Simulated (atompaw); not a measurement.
# u(r) = r·R(r): atom against pseudo-atom (Re)

Columns: radius, all-electron u(r) and pseudo u(r) of the 6s shell (level -5.64 eV) of rhenium in the configuration [Kr] 4d10 4f14 5s2 5p6 5d5.5 6s1.5 6p0; PBEsol, scalar-relativistic, PAW (atompaw) scheme, atompaw 4.2.0.5.

```csv
r (bohr),all-electron,pseudo
0.069,0.0573,-0.1440
0.138,-0.1286,-0.2820
0.208,-0.0328,-0.4102
0.277,0.1278,-0.5200
0.346,0.1884,-0.6093
0.415,0.1426,-0.6751
0.485,0.0366,-0.7162
0.554,-0.0804,-0.7309
0.623,-0.1812,-0.7211
0.692,-0.2527,-0.6885
0.762,-0.2920,-0.6352
0.831,-0.3003,-0.5663
0.900,-0.2833,-0.4851
0.969,-0.2464,-0.3956
1.038,-0.1951,-0.3018
1.108,-0.1332,-0.2057
1.177,-0.0666,-0.1131
1.246,0.0026,-0.0249
1.315,0.0716,0.0574
1.385,0.1398,0.1340
1.454,0.2038,0.2025
1.523,0.2638,0.2644
1.592,0.3193,0.3201
1.662,0.3705,0.3710
1.731,0.4161,0.4161
1.800,0.4567,0.4567
```

Task: How many radial nodes do the two functions have?

Result: The all-electron 6s function has n − l − 1 = 5 (the table is too coarse to show those close to the nucleus); the pseudo-wave has 1, since 1 lower shell of the same l stays in the valence.

Task: Is the pseudo-wave norm-conserving?

Result: No, it belongs to a PAW set: the norm inside the radius is not constrained, and the difference is carried by the augmentation charge.
